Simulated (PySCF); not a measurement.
# Mayer bond orders and bond lengths

Compound: C2H9NSi3.
SMILES with atom numbers: `[N:1]#[C:2][CH2:3][SiH:4]([SiH3:5])[SiH3:6]` (hydrogens: H7, H8 on C3; H9 on Si4; H10, H11, H12 on Si5; H13, H14, H15 on Si6)

Cartesian coordinates in Å at the GFN2-xTB level; atoms count from 1:
```xyz
15
C2H9NSi3 angstrom
N      2.3145    0.4355    1.8756
C      2.0325    0.3815    0.7664
C      1.6211    0.3012   -0.5932
Si    -0.2881   -0.0544   -0.6951
Si    -0.6505   -2.1640    0.2178
Si    -1.3874    1.7864    0.2087
H      1.8605    1.2426   -1.0896
H      2.1839   -0.4930   -1.0860
H     -0.4653   -0.0909   -2.1669
H      0.1801   -3.2132   -0.3825
H     -0.3880   -2.1779    1.6561
H     -2.0462   -2.5606    0.0134
H     -1.1507    1.8992    1.6474
H     -0.9886    3.0622   -0.3953
H     -2.8320    1.6533    0.0013
```

Bond orders from the PBE0/pcSseg-1 density (PySCF). Geometry: GFN2-xTB, one conformer, isolated molecule.

How far do the computed orders between heavy atoms stray from the drawn ones?

The largest departure is 0.171, at C3–Si4 (drawn single, 0.829). Drawn single, order below 0.88: C3–Si4 (0.829).

Give the Mayer order of every bond, beside its length.

```csv
bond,drawn as,length (Å),Mayer order
N1–C2,triple,1.146,3.030
C2–C3,single,1.423,1.037
C3–Si4,single,1.945,0.829
Si4–Si5,single,2.327,0.895
Si4–Si6,single,2.327,0.895
C3–H7,single,1.091,0.918
C3–H8,single,1.091,0.918
Si4–H9,single,1.483,0.935
Si5–H10,single,1.467,0.931
Si5–H11,single,1.462,0.934
Si5–H12,single,1.465,0.933
Si6–H13,single,1.462,0.934
Si6–H14,single,1.467,0.931
Si6–H15,single,1.466,0.933
```

Sum the orders of all bonds at each heavy atom with more than one neighbour and set the sums beside the valence in the SMILES.

C2 4.067 (drawn 4), C3 3.702 (drawn 4), Si4 3.554 (drawn 4), Si5 3.693 (drawn 4), Si6 3.693 (drawn 4). Orders between atoms that aren't bonded are not in these sums.

For a closed shell the Mayer order of atoms A and B is Σ (PS)μν (PS)νμ over the basis functions μ on A and ν on B, with P the density and S the overlap matrix.
